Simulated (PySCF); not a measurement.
GeH3Br, SMILES [Br][GeH3]. Atoms are numbered in the order given.

```xyz
5

Ge     0.0000     0.0000     1.1466
Br     0.0000     0.0000    -1.1852
H     -1.2686     0.7324     1.5978
H      1.2686     0.7324     1.5978
H      0.0000    -1.4648     1.5978
```
Charge 0, spin multiplicity 1.

The structure is a stationary point at B3LYP-D3(BJ)/def2-TZVP.

All values below come from PBE0/pcSseg-2 run with PySCF.

GIAO shieldings, no solvent; atoms alike by connectivity are averaged. δ = σ(ref) − σ: ⁷³Ge against GeH4 (σ = 1662.5 ppm); ¹H against TMS (σ = 31.54 ppm), references at their B3LYP-D3(BJ)/def2-TZVP geometries, non-relativistic (without spin–orbit terms, shifts of atoms bonded to Cl or Br come out too high).

```csv
nucleus,atoms,count,δ (ppm)
⁷³Ge,Ge1,1,207.2
¹H,"H3, H4, H5",3,5.47
```
